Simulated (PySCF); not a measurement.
CH6AlNO.

```xyz
10

Al     0.6015    -0.7019     0.0000
H      2.0514    -1.3161     0.0000
O      0.4542     0.9888     0.0000
C     -0.4849     2.0146     0.0000
H     -1.5316     1.6485     0.0000
H     -0.3619     2.6597     0.8900
H     -0.3619     2.6597    -0.8900
N     -0.8239    -1.7555     0.0000
H     -0.7752    -2.7700     0.0000
H     -1.7972    -1.4666     0.0000
```

Coordinates come from a r2SCAN-D4/def2-SVP optimisation. The values are those of a single conformer.

All values below come from HF/pcSseg-1 run with PySCF. Non-relativistic, no solvent.

Computed absolute GIAO shielding of each atom: isotropic value and principal components (ppm):
| atom | σ(iso) | σ11 | σ22 | σ33 | span |
|---|---|---|---|---|---|
| Al1 | 467.5 | 421.9 | 461.6 | 519.2 | 97.3 |
| H2 | 28.1 | 24.5 | 25.8 | 33.9 | 9.4 |
| O3 | 346.3 | 298.5 | 368.8 | 371.8 | 73.3 |
| C4 | 141.9 | 117.5 | 122.2 | 185.9 | 68.4 |
| H5 | 28.2 | 23.5 | 27.2 | 34.0 | 10.4 |
| H6 | 28.0 | 23.8 | 25.7 | 34.6 | 10.8 |
| H7 | 28.0 | 23.8 | 25.7 | 34.6 | 10.8 |
| N8 | 253.7 | 237.3 | 240.0 | 283.9 | 46.6 |
| H9 | 31.1 | 24.6 | 26.1 | 42.5 | 17.9 |
| H10 | 31.1 | 23.8 | 27.0 | 42.5 | 18.7 |
